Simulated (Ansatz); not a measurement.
Reaction (hydrogenolysis of a Ge–C bond): `C=[CH][GeH]([Cl])[Cl]` + H₂ → `[Cl][GeH2][Cl]` + ethylene

Calculated with Ansatz (gas phase, PBE0-D4/def2-TZVP geometries, no zero-point term in ΔE). CCSD(T)/CBS is the MP2 limit (def2-TZVPP, def2-QZVPP) plus CCSD(T) − MP2 in def2-TZVPP, frozen cores. This one scheme is used for every species. Functionals use def2-TZVPP. B3LYP here is the variant with VWN-RPA as its local correlation; programs differ in this. HSE06 is defined as in plane-wave codes. For Ge outer-core shells are correlated without core-valence functions, which leaves a few kJ/mol of doubt a bond. Scalar relativity is left out up to krypton. Each species was taken in one conformer, which may not be the lowest.

| level | ΔE (kJ/mol) | difference from CCSD(T)/CBS |
| --- | --- | --- |
| PBE-D4 | -14.9 | -0.3 |
| revPBE-D4 | -9.8 | 4.8 |
| BLYP-D4 | -14.2 | 0.4 |
| r2SCAN-D4 | -16.2 | -1.6 |
| B97M-V | -26.1 | -11.5 |
| PBE0-D4 | -18.8 | -4.2 |
| B3LYP-D4 | -18.7 | -4.1 |
| r2SCANh-D4 | -17.5 | -2.9 |
| r2SCAN0-D4 | -19.4 | -4.8 |
| HSE06-D4 | -18.9 | -4.3 |
| BHLYP-D4 | -23.3 | -8.7 |
| ωB97X-V | -20.4 | -5.8 |
| ωB97M-V | -19.1 | -4.5 |
| B2PLYP | -23.5 | -8.9 |
| PBE-QIDH | -19.0 | -4.4 |
| PBE | -23.5 | -8.9 |
| revPBE | -27.5 | -12.9 |
| BLYP | -31.5 | -16.9 |
| r2SCAN | -18.6 | -4.0 |
| PBE0 | -26.5 | -11.9 |
| B3LYP | -32.6 | -18.0 |
| r2SCANh | -20.1 | -5.5 |
| r2SCAN0 | -22.3 | -7.7 |
| BHLYP | -35.5 | -20.9 |
| CAM-B3LYP | -31.9 | -17.3 |
| LC-ωPBE | -27.2 | -12.6 |
| RPA@PBE/def2-TZVPP | -16.6 | -2.0 |
| HF/def2-SVP | -46.9 | -32.3 |
| MP2/def2-SVP | -17.2 | -2.6 |
| CCSD/def2-SVP | -30.5 | -15.9 |
| CCSD(T)/def2-SVP | -25.9 | -11.3 |
| MP2/def2-TZVPP | -6.8 | 7.8 |
| SCS-MP2/def2-TZVPP | -14.8 | -0.2 |
| CCSD/def2-TZVPP | -21.8 | -7.2 |
| CCSD(T)/def2-TZVPP | -15.6 | -1.0 |
| HF/def2-QZVPP | -46.9 | -32.3 |
| SCS-MP2/def2-QZVPP | -15.0 | -0.4 |
| HF/CBS(def2) | -47.1 | -32.5 |
| MP2/CBS(def2) | -5.8 | 8.8 |
| CCSD/CBS(def2) | -20.8 | -6.2 |
| CCSD(T)/CBS | -14.6 | 0 |

(1) What do rigid-rotor, harmonic-oscillator terms from PBE0-D4/def2-TZVP frequencies (298.15 K, 1 bar) make of the CCSD(T)/CBS value? (An estimate is asked.)

Largest T1 diagnostic among the species: 0.011.

Results:

(1) The calculation gave: ΔZPE = +16.8 kJ/mol, ΔH = -3.2 kJ/mol, ΔS = 25 J/(mol·K), ΔG = -10.5 kJ/mol.

In def2-TZVPP, CCSD(T) changes the Hartree–Fock value by +29.8 kJ/mol (the triples alone add +6.1 kJ/mol) and MP2 by +38.6 kJ/mol. The D4 term adds +13.8 kJ/mol with B3LYP and +7.7 kJ/mol with PBE0; it sums over pairs of atoms, weighted by their polarisabilities, and B3LYP, whose exchange is more repulsive, gets the larger term. From PBE to PBE0 (25 % exact exchange), in def2-TZVPP and without D4, ΔE moves by −3.0 kJ/mol.

CCSD(T)/CBS has its own doubt, a few kJ/mol and more with outer-core shells, so smaller differences from it don't rank the levels.
